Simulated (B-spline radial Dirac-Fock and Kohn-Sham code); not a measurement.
# Photoabsorption cross section of Ni²⁰⁺ by shell

System: the Ni²⁰⁺ ion, 1s2 2s2 2p4.

Model: independent-particle photoionisation in a Dirac-Hartree-Slater potential with a Latter tail, all multipoles, thresholds from Dirac-Fock ΔSCF. Program: an atomic code on a B-spline grid.

Computed thresholds (eV): K 9349.6, L1 1880.6, L2 1778.6, L3 1759.1.

| photon energy (eV) | total (b) | K (%) | L (%) |
| --- | --- | --- | --- |
| 4000 | 25440 | – | 100.0 |
| 4420 | 19410 | – | 100.0 |
| 5414.7 | 11170 | – | 100.0 |
| 5540 | 10490 | – | 100.0 |
| 22162.9 | 2296 | 90.4 | 9.6 |
| 25200 | 1592 | 90.4 | 9.6 |
| 27200 | 1277 | 90.5 | 9.5 |
| 80000 | 51.53 | 90.5 | 9.5 |
| 100000 | 26.07 | 90.5 | 9.5 |
| 150000 | 7.531 | 90.4 | 9.6 |

Problem. With what power of the photon energy does the total fall between 100000 and 150000 eV?

Solution. As E^-3.06. The non-relativistic Born limit for an s electron far above threshold is E^-3.5; near threshold and at relativistic energies the fall is slower.
